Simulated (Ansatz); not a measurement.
I4Ti, charge +1, doublet, at a GFN2-xTB geometry (such geometries of metal compounds can be far from the true shape) (the multiplicity is a formal guess) (all electrons, no relativity); BLYP/3-21G in Ansatz (an electronic-structure program).

Input for Ansatz:
Ansatz 0.2 input:
```yaml
crystal:
  periodic: [false, false, false]
  atoms:
    - {symbol: Ti, position_ang: [-0.00000000, -0.00000000, -0.00000000]}
    - {symbol: I, position_ang: [2.11862172, -0.60210670, -1.51271761]}
    - {symbol: I, position_ang: [0.79661383, 0.44695538, 2.51098433]}
    - {symbol: I, position_ang: [-1.18673407, 2.19238879, -0.96150853]}
    - {symbol: I, position_ang: [-1.72850148, -2.03723747, -0.03675819]}
basis:
  gaussian:
    orbitals: 3-21G.json
hamiltonian:
  xc: blyp
total_charge: 1
magnetization: {spin_polarized: true, initial_magnetization: 1}
```
The basis file holds 3-21G in the JSON format of the Basis Set Exchange.

It wrote (shortened):

```
Functional definition: BLYP
2021 factors; their error is unknown
mean field evaluation 1: about -773007.6303 eV, gradient 1.6e1 eV
mean field evaluation 2: about -773003.4788 eV, gradient 2.3e1 eV
mean field evaluation 4: about -772985.4891 eV, gradient 7.4e1 eV
mean field evaluation 8: about -773008.3611 eV, gradient 1.6e0 eV
mean field evaluation 16: about -773008.4038 eV, gradient 8.6e-4 eV
mean field evaluation 32: about -773008.3657 eV, gradient 2.3e-6 eV
mean field evaluation 64: about -773008.2929 eV, gradient 3.0e0 eV
mean field evaluation 96: about -773008.3650 eV, gradient 3.8e-1 eV
mean field evaluation 128: about -773008.0076 eV, gradient 1.0e0 eV
mean field evaluation 160: about -773007.5846 eV, gradient 7.0e-1 eV
mean field -773008.40378341 eV, -28407.5348751253 hartree, gradient 6.0e-6 eV, S^2 0.758269; 11 other end points of the search recorded, 0 dependent functions left out
reference -773008.40420365 eV, -28407.5348905689 hartree; 117, 116 occupied and 44, 45 virtual orbitals, 2021 factors
Total energy: -773008.40420365 eV, -28407.5348905689 hartree
```
